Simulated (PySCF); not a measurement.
Input of a run (PBE0-D3(BJ)/def2-SVP geometry optimisation, gas phase (PySCF 2.14.0)), started from GFN2-xTB:
```
{"job": {"xc": "PBE0", "basis": "def2-SVP", "d3": "d3bj", "grid": 1, "shake": 0.01, "kind": "geom"}, "charge": 0, "multiplicity": 1}
N      1.623000    -0.671420     0.325980
Si     0.542810     0.558900    -0.297090
F      0.921980     1.835980     0.611270
Si    -1.591440    -0.081390     0.057660
H      2.560400    -0.419120     0.506840
H      1.527520    -1.590340    -0.002330
H      0.917560     1.076890    -1.621910
H     -2.304960    -0.256790    -1.224790
H     -1.737330    -1.360770     0.784990
H     -2.409100     0.887140     0.838300
```

Output (energies in Eh, forces in Eh/bohr):
```
step   0  E = -736.54604475  max force = 0.040840
step   1  E = -736.55429146  max force = 0.006520
step   2  E = -736.55506240  max force = 0.002144
step   3  E = -736.55543151  max force = 0.001748
step   4  E = -736.55617238  max force = 0.003978
step   5  E = -736.55725632  max force = 0.006874
step   6  E = -736.55834465  max force = 0.005434
step   7  E = -736.55965308  max force = 0.003256
step   8  E = -736.56017915  max force = 0.003186
step   9  E = -736.56048999  max force = 0.002759
step  10  E = -736.56079281  max force = 0.001622
step  11  E = -736.56100070  max force = 0.002506
step  12  E = -736.56111779  max force = 0.001877
step  13  E = -736.56123514  max force = 0.000788
step  14  E = -736.56127832  max force = 0.000814
step  15  E = -736.56132477  max force = 0.001487
step  16  E = -736.56137093  max force = 0.001369
step  17  E = -736.56141807  max force = 0.001244
step  18  E = -736.56145005  max force = 0.000486
step  19  E = -736.56146576  max force = 0.000506
step  20  E = -736.56147730  max force = 0.000385
optimisation converged
```

Summarise the run.

The energy falls by 40.5 kJ/mol over 21 energy and gradient evaluations, the largest force component goes from 0.0408 to 3.8e-04 Eh/bohr, and the atoms move by 0.521 Å rms after alignment. The bond that changes most is Si2–Si4 (fluorine-bound silicon to SiH3 silicon), which lengthens by 0.082 Å. Bonds longer at the end by more than 0.005 Å: 8 of 9; shorter: 1. Among the angles that change most is N1–Si2–F3, from 102.2° to 113.9°. Among the dihedrals that turn most is H6–N1–Si2–Si4, from 56° to -44°. The energy never rose by more than 1e-6 Eh on the way. The first step brought 53 % of the lowering.

What are the final bond lengths?

N1–Si2 1.713 Å, Si2–F3 1.639 Å, Si2–Si4 2.339 Å, N1–H5 1.014 Å, N1–H6 1.013 Å, Si2–H7 1.489 Å, Si4–H8 1.496 Å, Si4–H9 1.498 Å, Si4–H10 1.494 Å. Numbering counts from 1 in the input's order; the species is `N[Si@H](F)[SiH3]`.

The run used 94 basis functions and 134 SCF cycles in all.

No PBE0-D3(BJ)/def2-SVP frequencies stand behind this structure, so it isn't proved a minimum. The numbers are those of one conformer.
